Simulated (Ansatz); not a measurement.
Complex (SMILES): O (H2O) with F (HF), atoms 1 to 3 the first; geometry from B3LYP-D3(BJ)/def2-TZVP, monomers rigid:
```xyz
5

O      0.0126     0.5732     0.1476
H     -0.2167     0.4999    -0.7856
H      0.6440    -0.1320     0.3287
F      0.9055     2.9606     0.8114
H      0.5537     2.1097     0.6008
```

How fast the counterpoise-corrected interaction energy converges with the basis for several methods (Ansatz, a first-principles code): deviation from each method's own reference, in kcal/mol. References: B3LYP -9.11 kcal/mol, the value in aug-pcseg-3; CCSD(T) -9.20 kcal/mol, Hartree-Fock in aug-cc-pVQZ plus the correlation part extrapolated as X^-3 from aug-cc-pVTZ and aug-cc-pVQZ; HF -7.89 kcal/mol, the value in aug-pcseg-3; MP2 -9.14 kcal/mol, Hartree-Fock in aug-cc-pVQZ plus the correlation part extrapolated as X^-3 from aug-cc-pVTZ and aug-cc-pVQZ; PBE -9.49 kcal/mol, the value in aug-pcseg-3. Cartesian d functions, on some or all atoms, in 6-31G*; all else is spherical. In correlated methods cores are frozen. No added dispersion term, no relativity. 

| basis | functions | B3LYP | CCSD(T) | HF | MP2 | PBE |
|---|---|---|---|---|---|---|
| pcseg-0 | 24 | -2.95 | -0.59 | -3.66 | -1.30 | -2.96 |
| 6-31G* | 36 | -0.58 | 1.00 | -0.61 | 0.32 | -0.56 |
| pcseg-1 | 43 | -0.36 | 1.45 | -0.08 | 0.92 | -0.40 |
| def2-TZVP | 80 | -0.22 | 0.75 | -0.20 | 0.42 | -0.20 |
| def2-TZVPP | 104 | -0.01 | 0.85 | -0.03 | 0.64 | 0.01 |
| jun-cc-pV(T+d)Z | 120 | 0.03 | 0.67 | 0.05 | 0.57 | 0.04 |
| pcseg-3 | 219 | -0.01 | 0.30 | -0.01 | 0.25 | 0.00 |
| def2-QZVPPD | 231 | 0.01 | 0.33 | 0.03 | 0.29 | 0.01 |

Mean absolute deviation over def2-TZVP, def2-TZVPP, jun-cc-pV(T+d)Z: PBE 0.08, B3LYP 0.09, HF 0.10, MP2 0.54, CCSD(T) 0.76 kcal/mol.
